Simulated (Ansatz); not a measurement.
Clusters of 12 atoms, halide: PBE-D4/def2-SVP single points in Ansatz on relaxed structures, gas phase. Each cluster is the lowest isomer that a short search found in that spin, judged at the geometry's level, and lower ones may exist. HOMO and LUMO are taken over both spins. Singlets are spin-restricted. Levels of anions in sets without diffuse functions are rough. The structures are stationary points that may keep the symmetry of their start.

```csv
species,atoms,state,geometry,HOMO (eV),LUMO (eV),gap (eV),lowest of the spins relaxed,point group (within 0.1 Å)
Zn4Br8,12,singlet,PBE-D4/def2-SVP,-6.40,-3.03,3.37,–,C2h
Zn4Br8⁻,12,doublet,PBE-D4/def2-SVP,-1.84,-1.01,0.83,–,Cs
Na6H6,12,singlet,PBE-D4/def2-SVP,-4.36,-0.60,3.76,–,D3d
Ge4F8,12,singlet,PBE-D4/def2-SVP,-6.57,-3.13,3.44,"singlet, of singlet/triplet/quintet",–
```

Problem. Estimate the rows for Li6H6⁺ (doublet, r2SCAN-D4/def2-TZVP geometry).

Solution. 
| species | atoms | state | geometry | HOMO (eV) | LUMO (eV) | gap (eV) | lowest of the spins relaxed | point group (within 0.1 Å) |
| --- | --- | --- | --- | --- | --- | --- | --- | --- |
| Li6H6⁺ | 12 | doublet | r2SCAN-D4/def2-TZVP | -8.21 | -7.69 | 0.53 | – | C2h |

The gap (eV) runs from 0.53 (Li6H6⁺) to 3.76 (Na6H6).
